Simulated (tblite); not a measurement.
Species: C₃H₉F₃Si₂.
Atom-mapped SMILES: `[CH3:1][CH2:2][Si@H:3]([SiH3:4])[C:5]([F:6])([F:7])[F:8]` (hydrogens: H9, H10, H11 on C1; H12, H13 on C2; H14 on Si3; H15, H16, H17 on Si4)

The geometry is computed with GFN2-xTB (gas phase).

**Question.** List the bond lengths, angles and torsions at this level.

**Answer.** 
```json
{"bond": "C1–C2", "length (Å)": "1.525", "order": "single"}
{"bond": "C2–Si3", "length (Å)": "1.905", "order": "single"}
{"bond": "Si3–Si4", "length (Å)": "2.322", "order": "single"}
{"bond": "Si3–C5", "length (Å)": "1.953", "order": "single"}
{"bond": "C5–F6, C5–F7, C5–F8", "length (Å)": "1.350", "order": "single"}
{"bond": "C1–H9, C1–H10, C1–H11", "length (Å)": "1.088", "order": "single"}
{"bond": "C2–H12", "length (Å)": "1.093", "order": "single"}
{"bond": "C2–H13", "length (Å)": "1.093", "order": "single"}
{"bond": "Si3–H14", "length (Å)": "1.473", "order": "single"}
{"bond": "Si4–H15, Si4–H16, Si4–H17", "length (Å)": "1.465", "order": "single"}
```

Bonds in one row agree within 0.01 Å and their mean is given. Orders are formal, as drawn. A selection of angles:
```json
{"angle": "C1–C2–Si3", "degrees": "111.7"}
{"angle": "C2–Si3–Si4", "degrees": "114.8"}
{"angle": "C2–Si3–C5", "degrees": "103.6"}
{"angle": "Si4–Si3–C5", "degrees": "108.0"}
{"angle": "Si3–C5–F6", "degrees": "112.0"}
{"angle": "Si3–C5–F7", "degrees": "113.9"}
{"angle": "F6–C5–F7", "degrees": "106.0"}
```

Dihedral angles: C1–C2–Si3–Si4 -62° (synclinal); C2–Si3–C5–F6 -178° (antiperiplanar).

The 2 C–Si bonds span 1.905 Å (C2–Si3, drawn single) to 1.953 Å (Si3–C5, drawn single), a spread of 0.048 Å. Si3 (SiH silicon) is distorted tetrahedral (angles from 100.3° to 118.7°). Si4 (SiH3 silicon) is distorted tetrahedral (angles from 107.0° to 113.4°). Of the pairs four or more bonds apart, Si4···H10 is among the closest relative to their van der Waals radii: 3.39 Å, 103 % of the sum of Bondi's values.

Point group: C1 (no symmetry element, even within 0.4 Å). Its GFN2-xTB frequencies are all real (lowest 22 cm⁻¹). The numbers are those of one conformer. 2 starts were optimised and ended at 0.00 and 1.19 kcal/mol (GFN2-xTB); the lowest of these is shown.
